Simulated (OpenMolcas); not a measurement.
## Fe V: CASPT2 settings compared

```json
{
 "Program": "OpenMolcas 26.06",
 "Basis": "ANO-L-VQZP [7s6p4d3f2g]",
 "Scalar Hamiltonian": "non-relativistic, point nucleus",
 "Active space": "4 electrons in 5 orbitals (3d)",
 "State averaging": "2S+1 = 5 even, 5 roots; 2S+1 = 3 even, 11 roots kept (CI in the orbitals of an earlier block)",
 "Spin-orbit coupling": "RASSI with atomic mean-field integrals over the reference wave functions, term energies averaged over their components"
}
```

Methods on the same reference wave functions:
A. CASSCF
B. SS-CASPT2, IPEA 0.75 Eh, no level shift (closed shells correlated: none)
C. XMS-CASPT2, IPEA 0.2 Eh, imaginary shift 0.05 Eh (closed shells correlated: 3s 3p)
D. XMS-CASPT2, IPEA 0.35 Eh, sigma2 regulariser 0.4 Eh (closed shells correlated: 3s 3p)

Energies in cm-1 above 3d4 5D0, the measured ground level; measured values from Corliss and Sugar, J. Phys. Chem. Ref. Data 11, 135 (1982).

```tsv
Level	A	B	C	D	Measured
3d4 5D0	0.0	0.0	0.0	0.0	0.0
3d4 5D1	136	136	136	136	142
3d4 5D2	407	407	407	407	417
3d4 5D3	814	814	814	814	803
3d4 5D4	1356	1356	1356	1356	1283
```

Deviations, from unrounded energies. A percentage is the sum of absolute deviations over the sum of measured energies, with the sign that they share, or ± where signs differ.

```
                  Against measurement  Levels     A     B     C     D
       mean absolute deviation (cm-1)       4    25    25    25    25
fine structure of the ground term (%)       4  ±3.8  ±3.8  ±3.8  ±3.8
```

A, B, C, D lie about equally close to measurement. The largest miss of A in the table is 3d4 5D4, by +73 cm-1. The ranking rests on the paired levels alone, and a cruder setting can come out closer through cancelling errors.

Among B to D no level of the table moves by more than 5 cm-1.

The two smallest mean deviations differ by little beside CASPT2's spread within terms, so their order carries little weight.

The lowest spin-free term lies below A's lowest term by 0.043 hartree in B, 0.388 hartree in C, 0.385 hartree in D.

CASPT2 does not keep the components of a term degenerate, so their means are used; among the terms shown or strongly mixed into the levels shown the widest spread is 36 cm-1 (3d4 5D, D). Without dynamic correlation excited terms often stand tens of per cent too high (terms of higher spin than the ground term too low), and those without a measured partner can miss by more than the paired ones (holds for A). Measured partners are found by configuration, term and J. A level has none where our copy of the source lacks it or the pairing is in doubt (some pairs that miss far off the trend of their configuration count as doubtful), and it then counts in no deviation. Levels of configurations outside the active space are missing. Levels that lie high or do not pair safely by name in every column are left out.
